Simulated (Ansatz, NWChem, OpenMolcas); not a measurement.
RbBr (SMILES [Br][Rb]): methods side by side

RbBr: 2 atoms, total charge 0, spin state singlet. SMILES: `[Br][Rb]`. Geometry: the measured bond length.

```xyz
2

Br    0.0000    0.0000    0.0000
Rb    0.0000    0.0000    2.9447
```

Quantity: the energy change with the Br1–Rb2 bond stretched from 2.945 to 3.386 Å, in eV. The values are calculated.

| level | kind | program | value (eV) | less CCSD(T)/def2-TZVP |
| --- | --- | --- | --- | --- |
| HF/def2-TZVP (core potential) (restricted) | Hartree–Fock | Ansatz | 0.08 | -0.08 |
| revPBE/def2-TZVP (core potential) (restricted) | GGA | Ansatz | 0.13 | -0.03 |
| B3LYP/def2-TZVP (core potential) (restricted) | global hybrid | OpenMolcas | 0.15 | -0.01 |
| HSE06/def2-TZVP (core potential) (restricted) | range-separated hybrid | Ansatz | 0.19 | +0.03 |
| B2PLYP/def2-TZVP (core potential) (restricted) | double hybrid | Ansatz | 0.16 | 0.00 |
| RPA@PBE/def2-TZVP (core potential) (restricted) | RPA | Ansatz | 0.16 | 0.00 |
| MP3/def2-TZVP (core potential) (restricted) | perturbation theory | NWChem | 0.16 | 0.00 |
| CCSD(T)/def2-TZVP (core potential) (restricted) | coupled cluster or CI | NWChem | 0.16 | 0.00 |

CCSD(T)/def2-TZVP (core potential) (restricted) is the highest level here, not the true value. The first shape isn't each level's own minimum. The values span 0.08 to 0.19 eV. In the correlated wave-function rows the outer d shell of Br is correlated, in sets not made for it.
